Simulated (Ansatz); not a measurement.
Job for Ansatz (a quantum-chemistry and plane-wave program): R-CCSD(T)/def2-SVPD on HBr (SMILES Br). The run froze 14 orbitals, filled d shells among them.

Ansatz 0.2 input:
```yaml
crystal:
  periodic: [false, false, false]
  atoms:
    - {symbol: Br, position_ang: [0.17720384, -0.30934115, 3.68880181]}
    - {symbol: H, position_ang: [0.25518568, -0.59205068, 2.28870899]}
basis:
  gaussian:
    orbitals: def2-SVPD
magnetization: {spin_polarized: false}
correlation: {method: ccsd_t, electrons: outside_noble_gas}
scf: {lower_state_search: off}
```

Output:

```
WARN ansatz: RAYON_NUM_THREADS=2 ignored (pool sized by the plan → 2); use --threads N
Functional definition: HF
these checks for a lower state are left out or cut short: stability, starts, cluster_reference, orbital_swaps, neighbouring_geometries, increment
integrals: 0.02 GiB planned
474 factors; integrals over basis functions are off by at most 1.3e-3 eV
mean field: 0.09 GiB planned
mean field evaluation 1: about -70006.0300 eV, gradient 9.4e0 eV
mean field evaluation 2: about -70006.0450 eV, gradient 9.6e0 eV
mean field evaluation 4: about -70006.4278 eV, gradient 1.1e0 eV
mean field evaluation 8: about -70006.4348 eV, gradient 4.5e-5 eV
mean field -70006.43484893 eV, -2572.6890286322 hartree, gradient 1.7e-6 eV, S^2 0.000000; 0 other end points of the search recorded, 0 dependent functions left out
14 core orbitals not correlated
reference -70006.43484893 eV, -2572.6890286322 hartree; 4, 4 occupied and 31, 31 virtual orbitals, 474 factors
second order -3.73788532 eV of doubles, -0.00000000 eV of singles
coupled cluster: 0.07 GiB planned
cycle   1  -4.07118692 eV  change   -3.3e-1 eV  update   3.8e-2
cycle   2  -4.16596953 eV  change   -9.5e-2 eV  update   1.2e-2
cycle   3  -4.17260146 eV  change   -6.6e-3 eV  update   2.8e-3
cycle   4  -4.17228280 eV  change    3.2e-4 eV  update   6.2e-4
cycle   5  -4.17210730 eV  change    1.8e-4 eV  update   1.5e-4
cycle   6  -4.17209949 eV  change    7.8e-6 eV  update   3.5e-5
cycle   7  -4.17210384 eV  change   -4.4e-6 eV  update   9.5e-6
perturbative correction -0.09761005 eV, -0.0035871031 hartree
Total energy: -70010.70456281 eV, -2572.8459377234 hartree
Checks for a lower state left out: stability, starts, cluster_reference, orbital_swaps, neighbouring_geometries, increment
```

The run converged.

Cost: around 0.7 core-seconds (rough).
